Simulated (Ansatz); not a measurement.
Ansatz (an electronic-structure program) input (PBE0/def2-TZVPD):

Ansatz 0.2 input:
```yaml
crystal:
  periodic: [false, false, false]
  atoms:
    - {symbol: C, position_ang: [-1.97512225, -0.09037724, 0.39881231]}
    - {symbol: C, position_ang: [-1.15061272, 0.69886328, 1.40747962]}
    - {symbol: Se, position_ang: [0.50881160, 1.48775983, 0.69159953]}
    - {symbol: C, position_ang: [1.31729944, -0.20147825, 0.11415276]}
    - {symbol: Se, position_ang: [0.25575182, -1.22519837, -1.17648137]}
    - {symbol: C, position_ang: [-1.34696404, -1.40614504, -0.04198091]}
    - {symbol: H, position_ang: [-2.93591899, -0.32709438, 0.87274399]}
    - {symbol: H, position_ang: [-2.19120011, 0.53002606, -0.47290989]}
    - {symbol: H, position_ang: [-1.71067729, 1.55635864, 1.77793120]}
    - {symbol: H, position_ang: [-0.88235704, 0.07931309, 2.26464819]}
    - {symbol: H, position_ang: [2.25532326, 0.04787419, -0.37504386]}
    - {symbol: H, position_ang: [1.52066862, -0.82005422, 0.98494277]}
    - {symbol: H, position_ang: [-2.04042998, -1.97879532, -0.65629488]}
    - {symbol: H, position_ang: [-1.07816724, -2.01989401, 0.81918225]}
basis:
  gaussian:
    orbitals: def2-TZVPD
hamiltonian:
  xc: {name: PBE0}
total_charge: 1
magnetization: {spin_polarized: true, initial_magnetization: 1}
```

End of the output:

```
integrals: 0.51 GiB planned
2010 factors; their error is unknown
0.54 GiB of the device are held for the grids
3.33 GiB of device memory are held for the factors and their scratch space
mean field: 3.50 GiB planned
mean field evaluation 1: about -134928.4891 eV, gradient 6.9e1 eV
mean field evaluation 2: about -134874.8579 eV, gradient 1.2e2 eV
mean field evaluation 4: about -134949.9880 eV, gradient 1.0e1 eV
mean field evaluation 8: about -134950.4950 eV, gradient 1.9e-1 eV
mean field evaluation 16: about -134951.0275 eV, gradient 9.4e-4 eV
mean field -134951.02751980 eV, -4959.3587882610 hartree, gradient 4.5e-5 eV, S^2 0.758732; 1 other end points of the search recorded, 0 dependent functions left out
reference -134951.02755664 eV, -4959.3587896147 hartree; 50, 49 occupied and 284, 285 virtual orbitals, 2010 factors
Total energy: -134951.02755664 eV, -4959.3587896147 hartree
```

This state (charge 1, doublet) is run at the relaxed geometry of the species with charge 0 and multiplicity 1.
